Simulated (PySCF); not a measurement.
A structure optimised at PBE-D3(BJ)/def2-SVP, used in a PySCF frequency run:

```
N
B 1 1.4065
F 2 1.3446 1 120.45
C 1 1.4513 2 124.57 3 180.00
H 4 1.1044 1 110.22 2 0.00
H 4 1.1132 5 108.59 1 121.74
H 4 1.1132 5 108.59 6 116.52
C 1 1.4553 2 120.95 3 0.00
H 8 1.1045 1 110.26 2 0.00
H 8 1.1131 9 108.52 1 121.75
H 8 1.1131 9 108.52 10 116.50
Cl 2 1.7835 3 117.12 9 180.00
```
Charge 0, spin multiplicity 1.

Question: Write its SMILES, formula and point group.

Answer: CN(C)B(F)Cl, C2H6BClFN, Cs

Question: What are its rotational constants (standard atomic weights)?

Answer: 4.0331, 2.1317, 1.4200 GHz
